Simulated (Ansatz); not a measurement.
Pt₃H₂⁺, relaxed as a doublet with UKS PBE0-D4/def2-TZVP in Ansatz, starting from the GFN2-xTB geometry. Force threshold 0.02 eV/Å.

In the def2 sets Pt takes a core potential; there is no spin–orbit coupling. The structure comes from a short search, and lower isomers may exist.

Start:

```xyz
5

Pt    1.274   -0.011   -1.014
Pt    0.345   -0.614    1.161
Pt   -1.087    0.559   -0.693
H    -1.481    1.881   -1.273
H     0.950   -1.815    1.819
```

(1) Estimate the energy that the relaxation releases and the steps that it takes.

(2) Does the start keep its bonding and symmetry?

(3) Predict the relaxed structure.

## Answers

(1) 123.0 kJ/mol, in 10 steps; 43 s on 2 threads of Intel Xeon 6975P-C on a shared host. No frequencies were taken in this run, so the end may be a saddle point.

(2) By distances, no bond broke or formed. The bond that changes most is Pt1–Pt2, from 2.44 to 2.51 Å (atoms count from 1). The end is the same structure that another start reached, the lowest one found.

(3) 
```xyz
5

Pt    1.3546    0.0213   -1.0325
Pt    0.4149   -0.0394    1.2943
Pt   -1.1406    0.0280   -0.7374
H    -1.0943    1.5315   -0.7506
H     0.4655   -1.5413    1.2261
```
Bond lengths (bridged metal pairs left out): 3 × Pt–Pt 2.51 to 2.56 Å; 2 × H–Pt 1.50 Å.
